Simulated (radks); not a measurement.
The mean radii <r> (bohr) of the occupied orbitals of an atom or ion are listed with their occupations. Calculated with a radial shooting solver on a logarithmic mesh with Libxc functionals: non-relativistic Kohn-Sham, PBE, spin-polarised, spherical densities, point nucleus.

orbital  occ.      <r>
1s down     1  0.03545
1s up       1  0.03545
2s up       1   0.1547
2s down     1   0.1547
2p up       3   0.1325
2p down     3   0.1325
3s up       1   0.4274
3s down     1   0.4274
3p up       3   0.4216
3p down     3   0.4215
3d up       5   0.3985
3d down     5   0.3983
4s up       1    1.089
4s down     1    1.083
4p up       3    1.187
4p down     3    1.182
4d up       5    1.666
5s up       1    3.309
5s down     1    3.624

Name the element and its charge. Open shells, if any, are filled with parallel spins first.

Answer. Z = 43, technetium, charge 0: Tc in [Kr] 4d5 5s2. The 1s radius gives Z: for a bare nucleus <r> = 1.5/Z, 0.03488 bohr for Z = 43, and screening makes it slightly larger (0.03545 here). The occupations add up to 43, and the charge is Z minus that.
